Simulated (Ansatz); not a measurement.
`NCS[SiH3]` and `[SiH3]S[CH2][GeH3]` differ in one atom or group.

Ansatz, PBE0-D4/def2-TZVP geometries, multiplicity 1. Each molecule was computed in one conformer, which needn't be the lowest.

Scalar relativity is left out up to krypton.

```tsv
property	`NCS[SiH3]`
LUMO energy (PBE/def2-TZVPP) / eV	-0.69
zero-point energy (PBE0-D4/def2-TZVP) / kJ/mol	214.6
ideal-gas entropy at 298 K and 1 bar (rigid rotor, harmonic PBE0-D4/def2-TZVP) / J/(mol·K)	344
LUMO energy (B3LYP/def2-TZVPP) / eV	-0.03
HOMO energy (B3LYP/def2-TZVPP) / eV	-6.62
HOMO–LUMO gap (B3LYP/def2-TZVPP) / eV	6.59
```

Problem. Give the same properties after the change, and the shifts. (An estimate is asked.)

Solution. The calculation gave: 
```tsv
property	`[SiH3]S[CH2][GeH3]`	shift
LUMO energy (PBE/def2-TZVPP) / eV	-0.95	-0.26
zero-point energy (PBE0-D4/def2-TZVP) / kJ/mol	203.0	-11.6
ideal-gas entropy at 298 K and 1 bar (rigid rotor, harmonic PBE0-D4/def2-TZVP) / J/(mol·K)	382	38
LUMO energy (B3LYP/def2-TZVPP) / eV	-0.29	-0.26
HOMO energy (B3LYP/def2-TZVPP) / eV	-6.80	-0.18
HOMO–LUMO gap (B3LYP/def2-TZVPP) / eV	6.52	-0.07
```

With PBE0 the HOMO falls by 0.19 eV and the LUMO falls by 0.28 eV, so the gap narrows by about 0.09 eV. PBE moves the HOMO by -0.24 eV and ωB97M-V by -0.17 eV. The zero-point energy changes by -11.6 kJ/mol with +3 modes. Modes under 60 cm⁻¹, often nearly free rotors, make the harmonic entropy too high.

B3LYP here is the variant with VWN-RPA as its local correlation; programs differ in this.
